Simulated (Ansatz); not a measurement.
System: sum formula H$_{2}$PO, charge 1, multiplicity 1. It need not be the lowest isomer of its formula. 
Structure (B3LYP-D3(BJ)/def2-TZVP (Ansatz, a first-principles code) minimum search):
SMILES: O=[PH2+]
```xyz
4

P      0.0572     0.0107    -0.3975
O     -0.1484    -0.0277     1.0308
H      1.2923     0.3854    -0.9699
H     -0.9635    -0.3240    -1.3138
```
Charge +1, spin multiplicity 1.

Basis-set convergence of Hartree-Fock and CCSD(T) correlation energies (hartree) with Ansatz. Correlated levels leave the core frozen unless marked. Spin-orbit coupling is left out. Non-relativistic.

The Hartree-Fock reference is unstable (checked in the largest basis), which strains HF and MP2. 

| basis | functions | E(HF) | E(corr, CCSD(T)) |
|---|---|---|---|
| cc-pV(D+d)Z | 47 | -416.41826 | -0.33396 |
| cc-pV(T+d)Z | 97 | -416.46827 | -0.40987 |
| cc-pV(Q+d)Z | 179 | -416.47819 | -0.43593 |

Extrapolating the two largest sets (X = 3 and 4) as X^-3: E(corr) = (64·(-0.43593) - 27·(-0.40987))/37 = -0.4549 Eh, an estimate of the basis-set limit. The largest set recovers 95.8 % of it, the smallest 73.4 %.
